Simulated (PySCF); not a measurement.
SiF2Cl, SMILES F[Si](F)Cl, multiplicity 2. Atoms are numbered in the order given.

```xyz
4

Si    -0.4349    -0.4192     0.0000
F     -1.1418     0.2410     1.2961
F     -1.1418     0.2410    -1.2961
Cl     1.5671     0.0901     0.0000
```
Charge 0, spin multiplicity 2.

Coordinates come from a B3LYP-D3(BJ)/def2-SVP optimisation.

Calculation: PBE/pcH-1 in PySCF.

Unrestricted Kohn–Sham, ⟨S²⟩ = 0.751. Hyperfine tensors hold the contact and dipolar terms, without spin-orbit corrections.

Computed hyperfine couplings:
```
nucleus     A(iso) (MHz)  A(iso) (G)  dipolar principal values (MHz)
----------  ------------  ----------  ------------------------------
29Si no. 1       -1260.0      -449.6              -106.7, 53.1, 53.6
19F no. 2          273.5        97.6           -153.0, -143.4, 296.3
19F no. 3          273.5        97.6           -153.0, -143.4, 296.3
35Cl no. 4          36.9        13.2              -28.0, -27.3, 55.3
```

### Question
And the g tensor (effective nuclear charges for spin-orbit coupling, GIAO)? (The exact figures need the calculation; the answer reports its results.)

### Answer
principal values 1.9998, 2.0016, 2.0022; isotropic 2.0012.
